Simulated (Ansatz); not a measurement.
Frontier orbitals of C3H8AlCl2N, SMILES `CC[N](C)[Al]([Cl])[Cl]`.

Z-matrix (Å, degrees):
```
C
C 1 1.511
H 1 1.092 2 109.5
H 1 1.092 2 111.8 3 -119.4
H 1 1.092 2 111.8 3 119.4
N 2 1.450 1 115.3 3 180.0
H 2 1.101 1 109.1 3 -57.5
H 2 1.101 1 109.1 3 57.5
Al 6 1.761 2 130.4 1 -0.0
C 6 1.452 2 110.4 1 180.0
Cl 9 2.086 6 126.9 2 0.0
Cl 9 2.092 6 117.9 2 -180.0
H 10 1.098 6 111.0 2 59.7
H 10 1.098 6 111.0 2 -59.7
H 10 1.090 6 111.4 2 180.0
```

Charge 0, multiplicity 1. The structure was optimised at the PBE0-D4/def2-TZVP level. It is one conformer, not always the lowest. Basis def2-TZVPP, Ansatz.

Orbital energies of one run (eV). Highest occupied ones, from the top: -5.81, -7.89, -8.25, -8.29, -8.66, -8.94, -8.95, -9.21, -9.57, -9.84, -10.68, -10.73, -12.00, -12.16. Empty: -0.92, -0.64, 1.01, 1.21, 1.97, 2.46.

(1) Which functional gave them?
A. ωB97X-V
B. r2SCAN
C. B3LYP
D. PBE0

Answers

(1) B. HOMO energies: r2SCAN -5.81, ωB97X-V -9.23, PBE0 -6.85, B3LYP -6.64 eV.

B3LYP here is the variant with VWN-RPA as its local correlation; programs differ in this.
